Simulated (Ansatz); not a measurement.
## Which isomer of C2H2AlFTe gives these data?

These gas-phase data were calculated for one isomer of C2H2AlFTe at B3LYP-D3(BJ)/def2-SVP (harmonic, unscaled wavenumbers; equilibrium rotational constants with average atomic masses):

```
rotational constants            : 4.051, 1.399, 1.04 GHz
all wavenumbers above 1500 cm⁻¹ : 3174, 3137, 1518
dipole moment                   : 1.67 D (PBE0/def2-TZVPD)
```

Candidates:

(1) `C#[C][Al]([F])[TeH]`, a singlet
(2) `[F][Al]1[CH]=C[Te]1`, a singlet

Q: Which structure fits?

A: Candidate (2). No mode falls between 3300 and 3560 cm⁻¹, where the ≡C–H stretch of (1) would stand.

The same quantities for all candidates:

```tsv
	rotational constants (GHz)	wavenumbers above 1500 cm⁻¹	dipole (D)	E above the lowest, B3LYP-D3(BJ)/def2-SVP (kcal/mol)
(1)	3.46, 0.9792, 0.7632	3449, 2122, 2106	1.76	6.4
(2)	4.051, 1.399, 1.04	3174, 3137, 1518	1.67	0.0
```

Each candidate is one conformer. Atoms past krypton carry core potentials. Programs: Ansatz 0.2.0.
